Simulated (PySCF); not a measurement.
Numbering as in the mapped SMILES `[SiH3:1][O:2][SiH-:3][Cl:4]`. Hydrogens are named by the atom that carries them.

Geometry: PBE0-D3(BJ)/def2-SVP; GIAO shifts from PySCF 2.14, gas phase, non-relativistic, averaged over equivalent atoms.

At PBE0/pcSseg-1 (109 basis functions, 6.2 s wall time on 1 thread of an x86-64 server CPU, shared host):
```json
{"atoms": "Si3", "δ (ppm)": "94.9"}
{"atoms": "Si1", "δ (ppm)": "-53.3"}
{"atoms": "O2", "δ (ppm)": "50.5"}
{"atoms": "Cl4", "δ (ppm)": "31.5"}
{"atoms": "H(Si3)", "δ (ppm)": "7.28"}
{"atoms": "H(Si1)", "δ (ppm)": "4.74"}
```

References, each an isolated molecule treated in the same way: $^{29}$Si (σref 351.99), $^{1}$H (σref 31.27) against TMS; $^{17}$O (σref 334.56) vs H2O; $^{35}$Cl (σref 943.27) vs HCl.

**Question.** Estimate the result of repeating the calculation with WP04/pcSseg-2.

**Answer.** 
```json
{"atoms": "Si3", "δ at WP04/pcSseg-2": "79.8", "change": "-15.1"}
{"atoms": "Si1", "δ at WP04/pcSseg-2": "-64.4", "change": "-11.1"}
{"atoms": "O2", "δ at WP04/pcSseg-2": "53.3", "change": "+2.8"}
{"atoms": "Cl4", "δ at WP04/pcSseg-2": "-0.7", "change": "-32.2"}
{"atoms": "H(Si3)", "δ at WP04/pcSseg-2": "6.18", "change": "-1.10"}
{"atoms": "H(Si1)", "δ at WP04/pcSseg-2": "4.11", "change": "-0.63"}
```

Chemical shifts δ = σref − σ; TMS for $^{29}$Si (σref 328.00) and $^{1}$H (σref 31.61); H2O for $^{17}$O (σref 314.06); $^{35}$Cl (σref 900.48) vs HCl, all at this level.

The largest change is at Cl4 (chlorine bonded to Si). Cost: 221 basis functions, 15 s wall time on 1 thread of an x86-64 server CPU, shared host.

Experimental scales use liquid or dissolved standards, which lie at an offset from isolated H2O (liquid H2O: subtract about 36 ppm).
